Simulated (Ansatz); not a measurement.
Process, species as SMILES: Br (HBr) → [Br-] + H+
B3LYP-D3(BJ)/def2-TZVP geometries, fixed; electronic energies without zero-point terms.

Basis-set convergence of the deprotonation energy at PBE0 with Ansatz (a quantum-chemistry and plane-wave program). All functions are spherical. The program fits the integrals of some runs and decomposes those of others, by size. No added dispersion term, no relativity. Functions are those of the species that has most. Reference: the value in aug-cc-pV5Z, 326.75 kcal/mol, itself unsure by roughly 0.07 kcal/mol (its mean distance from aug-pcseg-3, aug-cc-pVQZ, def2-QZVPPD). Deviations are taken from unrounded values.

| basis | functions |
|---|---|
| pcseg-0 | 24 |
| pcseg-1 | 32 |
| def2-SV(P) | 34 |
| def2-SVP | 37 |
| aug-cc-pVDZ | 45 |
| def2-TZVP | 54 |
| pcseg-2 | 57 |
| def2-TZVPP | 62 |
| aug-cc-pVTZ | 82 |
| pcseg-3 | 101 |
| def2-QZVP | 105 |
| def2-QZVPP | 119 |
| aug-cc-pVQZ | 139 |
| pcseg-4 | 172 |
| aug-cc-pV5Z | 220 |

### Question
Which is the smallest set listed that can be trusted to 1 kcal/mol here, that is, within that of the reference together with its larger relatives (same family, alike in diffuse functions; a set with none to test it counts only in the reference's own line)?

### Answer
The smallest set listed that lies within 1 kcal/mol of the reference with all its larger relatives (same family, alike in diffuse functions; a set with none counts only in the reference's own line) is aug-cc-pVTZ (82 functions, -0.36 kcal/mol off). Value minus reference: pcseg-0 5.60, pcseg-1 8.95, def2-SV(P) 9.84, def2-SVP 14.06, aug-cc-pVDZ -2.52, def2-TZVP 2.91, pcseg-2 2.31, def2-TZVPP 3.40, aug-cc-pVTZ -0.36, pcseg-3 0.67, def2-QZVP 1.67, def2-QZVPP 1.73, aug-cc-pVQZ -0.10, pcseg-4 0.28, aug-cc-pV5Z 0.00 kcal/mol.
